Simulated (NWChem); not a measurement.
silanone (SiH2O); SMILES O=[SiH2]

```xyz
4

Si     0.0000     0.0000    -0.4472
O      0.0000     0.0000     1.1052
H      0.0000    -1.2480    -1.2907
H      0.0000     1.2480    -1.2907
```
Atoms are numbered in this order, from 1.

All runs: NWChem. Structure relaxed at the PBE-D3(BJ)/def2-SVP level. B3LYP is NWChem's, with the RPA form of VWN correlation. Total energies of different functionals are on different scales.

```json
[
 {"level": "B3LYP/def2-SVP", "energy (Ha)": "-365.7622", "highest occupied level (eV)": "-7.76", "orbital gap (eV)": "5.54", "dipole (D)": "3.37"},
 {"level": "PBE/def2-SVP", "energy (Ha)": "-365.5122", "highest occupied level (eV)": "-6.50", "orbital gap (eV)": "3.58", "dipole (D)": "3.08"},
 {"level": "LC-wPBE (HJS exchange hole, range parameter 0.4 per bohr)/def2-SVP", "energy (Ha)": "-365.5686", "highest occupied level (eV)": "-10.77", "orbital gap (eV)": "11.07", "dipole (D)": "3.61"},
 {"level": "BP86/def2-SVP", "energy (Ha)": "-365.7724", "highest occupied level (eV)": "-6.62", "orbital gap (eV)": "3.61", "dipole (D)": "3.10"},
 {"level": "PW6B95/def2-SVP", "energy (Ha)": "-366.0794", "highest occupied level (eV)": "-8.18", "orbital gap (eV)": "6.20", "dipole (D)": "3.43"},
 {"level": "B97-D/def2-SVP", "energy (Ha)": "-365.6966", "highest occupied level (eV)": "-6.50", "orbital gap (eV)": "3.69", "dipole (D)": "3.17"},
 {"level": "TPSSh/def2-SVP", "energy (Ha)": "-365.7600", "highest occupied level (eV)": "-7.25", "orbital gap (eV)": "4.81", "dipole (D)": "3.29"}
]
```
